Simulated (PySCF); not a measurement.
A structure optimised at PBE0-D3(BJ)/def2-SVP, used in a PySCF frequency run:

```xyz
10

C      0.9391     2.3756     0.0000
C      0.2894     1.3552     0.0000
C     -0.3942     0.0632     0.0000
F     -1.1995    -0.0365    -1.0963
F     -1.1995    -0.0365     1.0963
Si     0.8367    -1.4312     0.0000
H      1.5006     3.2926     0.0000
H      1.6762    -1.3433    -1.2269
H      0.0188    -2.6757     0.0000
H      1.6762    -1.3433     1.2269
```
Charge 0, spin multiplicity 1.

**Question.** Write its SMILES, formula and point group.

**Answer.** C#CC(F)(F)[SiH3], C₃H₄F₂Si, Cs

**Question.** What are its rotational constants (standard atomic weights)?

**Answer.** 3.5108, 2.3191, 1.9109 GHz
